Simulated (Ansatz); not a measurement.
Cost and result for the atomization energy of CH$_{5}$ClO$_{2}$Si$_{2}$ (`[SiH3]O[Si]1(Cl)CO1`) (11 atoms, 11 bonds).

```xyz
11

Si    0.169    2.074   -0.967
O    -0.196    0.637   -0.248
Si    0.192   -0.873    0.115
Cl    2.052   -1.274   -0.587
C    -0.568   -1.830    1.413
O    -0.928   -2.041   -0.048
H     1.383    1.924   -1.804
H     0.403    3.080    0.096
H    -0.986    2.474   -1.803
H    -1.416   -1.462    1.986
H    -0.103   -2.711    1.847
```

Charge 0, multiplicity 1. All single points use the PBE0-D4/def2-TZVP geometry. It is one conformer, not always the lowest. Program: Ansatz. All runs use 4 threads of an Arm Neoverse V2 on a shared host. Times are those of one run each, without the atoms' runs, and a repeat can differ threefold. Electronic energies, without spin–orbit coupling; frozen cores. CCSD(T)/CBS adds CCSD(T) − MP2 in def2-TZVPP to the MP2 limit, and its time is that of the two runs behind it. T1 = 0.012. B3LYP takes the VWN-RPA correlation (the form of Gaussian; ORCA's B3LYP/G).

CCSD(T)/CBS is a level of theory with its own doubt, some kJ/mol a heavy atom from the limit and from the frozen cores, so smaller differences don't rank the functionals.

```tsv
level	functions	wall time	atomization (kcal/mol)	difference from CCSD(T)/CBS	per bond
PBE-D4/def2-TZVPP (with forces)	289	3.1 s	991.3	7.1	0.6
PBE0-D4/def2-TZVPP	289	4.4 s	973.1	-11.1	-1.0
r2SCAN-D4/def2-TZVPP (with forces)	289	6 s	985.0	0.8	0.1
B3LYP-D4/def2-TZVPP (with forces)	289	7 s	974.5	-9.7	-0.9
B2PLYP/def2-TZVPP	289	7.5 s	967.3	-16.9	-1.5
ωB97X-V/def2-TZVPP	289	10 s	986.5	2.3	0.2
ωB97M-V/def2-TZVPP (with forces)	289	15 s	985.0	0.8	0.1
MP2/def2-QZVPP	531	26 s	997.8	13.6	1.2
CCSD(T)/def2-TZVPP	289	5 min	953.2	-31.0	-2.8
CCSD(T)/CBS(def2)	–	5.5 min	984.2	0.0	0.0
```

From PBE to PBE0 (25 % exact exchange), in def2-TZVPP and without D4, the atomization energy moves by −17.2 kcal/mol: exact exchange takes away binding that semilocal exchange gives to molecules. The D4 term adds +11.5 kcal/mol with B3LYP and +6.1 kcal/mol with PBE0; it sums over pairs of atoms, weighted by their polarisabilities, and B3LYP, whose exchange is more repulsive, gets the larger term. In def2-TZVPP, CCSD(T) changes the Hartree–Fock value by +246.9 kcal/mol (the triples alone add +16.3 kcal/mol) and MP2 by +272.7 kcal/mol; breaking electron pairs costs correlation energy, which Hartree–Fock lacks.
